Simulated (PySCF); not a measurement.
**Working out the ionisation energy of In**

In [Kr] 4d10 5s2 5p1 (2P) → In⁺ [Kr] 4d10 5s2 (1S). All numbers are calculated (PySCF 2.14, the spin-free X2C one-electron Hamiltonian (Gaussian nucleus), in aug-cc-pwCVTZ-DK3 with one added diffuse shell each of s, p, d, f type (11s10p8d5f1g, 125 functions)). Frozen: [Ar] 3d10. Energies in hartree (1 hartree = 27.21139 eV):

```tsv
part	In (lower)	In⁺ (upper)
UHF	-5878.039337	-5877.847526
MP2 opposite-spin	-0.468930	-0.464174
MP2 same-spin	-0.239271	-0.234676
```

What does Hartree-Fock give?

(-5877.847526) − (-5878.039337) = 0.191811 hartree = 5.219 eV.

What do MP2 and SCS-MP2 (6/5 opposite-spin, 1/3 same-spin) give?

The opposite-spin parts differ by 0.129 eV and the same-spin parts by 0.125 eV. MP2: 5.219 + (0.129) + (0.125) = 5.473 eV. SCS-MP2: 5.219 + 1.2 × (0.129) + (0.125)/3 = 5.415 eV.

Measured between the centres of the two terms (NIST): 5.603 eV, so MP2 (valence and next inner shell) is off by -0.130 eV.

What remains against the reference includes basis incompleteness, the frozen core and correlation beyond second order.
